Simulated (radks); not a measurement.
Charge is removed step by step from the 5s down level of neutral cadmium, starting from [Kr] 4d10 5s(up 1, down 1). Method: non-relativistic Kohn-Sham, TPSS, spin-polarised, spherical densities, point nucleus; meta-GGA in the generalised Kohn-Sham scheme; relativity is left out, which matters for an element this heavy; computed with a radial shooting solver on a logarithmic mesh with Libxc functionals.

removed (e)  E - E(0) (eV)  eigenvalue (eV)  E minus straight line (eV)
0                    0.000           -5.191                       0.000
0.125                0.695           -5.928                      -0.339
0.25                 1.482           -6.676                      -0.586
0.375                2.364           -7.437                      -0.738
0.5                  3.342           -8.215                      -0.794
0.625                4.419           -9.014                      -0.752
0.75                 5.597           -9.843                      -0.608
0.875                6.881          -10.705                      -0.358
1                    8.273          -11.551                       0.000

Removing the whole electron costs 8.273 eV by Delta-SCF, against 5.191 eV from minus the eigenvalue at the starting occupation. Slater's transition state (half an electron removed) gives 8.215 eV. Integrating minus the eigenvalue over the occupation (Janak's theorem) gives 8.273 eV. The mean slope of the eigenvalue, de/dn, is 6.36 eV per electron. Ionisation energy of Cd in the NIST Atomic Spectra Database: 8.994 eV (measured).
